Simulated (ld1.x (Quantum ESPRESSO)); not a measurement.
**Ranking RRKJ potentials for erbium**

All share these settings but for the change named:

Er (Z = 68), norm-conserving RRKJ (Kleinman–Bylander form), made with ld1.x (Quantum ESPRESSO) 7.5 (PBE, scalar-relativistic). Core [Xe], reference 4f11 5d1 6s2 6p0. Waves: 6p (bound, empty): rc 3.60 bohr; 5d (bound): rc 3.05 bohr; 4f (bound): rc 1.10 bohr; 6s (bound): rc 2.55 bohr. Local part: the s channel. Core correction: none. rho0 = 0.001.

Cutoff: the first of the cutoffs (Ry, on a coarse ladder) from which the occupation-weighted sum of valence levels, in a spherical-Bessel basis at the reference potential, stays within 10 and 1 mRy of its value at 400 Ry; the density cutoff is not measured.

The base gives 260 Ry.

Of 11 variants that were run, those that failed, showed a ghost or another fault, or gave nearly equal values are left out.

A variant can come out equal or close to the base.

Question: Rank these variants from softest to hardest (loose cutoff).
A. all radii scaled by about 1.31 (s 3.34, p 4.70, d 3.98, f 1.44 bohr)
B. core [Kr] 4d10 4f11, valence charge 11; reference 5s2 5p6 5d1 6s2 6p0; waves now 5s (bound): rc 1.40 bohr; 5p (bound): rc 2.05 bohr; 5d (bound): rc 2.25 bohr; local potential all-electron potential smoothed inside 1.65 bohr (lloc = -1)
C. wave 6s (bound): rc 2.55 bohr becomes 6s (bound): rc 3.68 bohr

Answer: B (80 Ry), A (160 Ry), C (260 Ry).
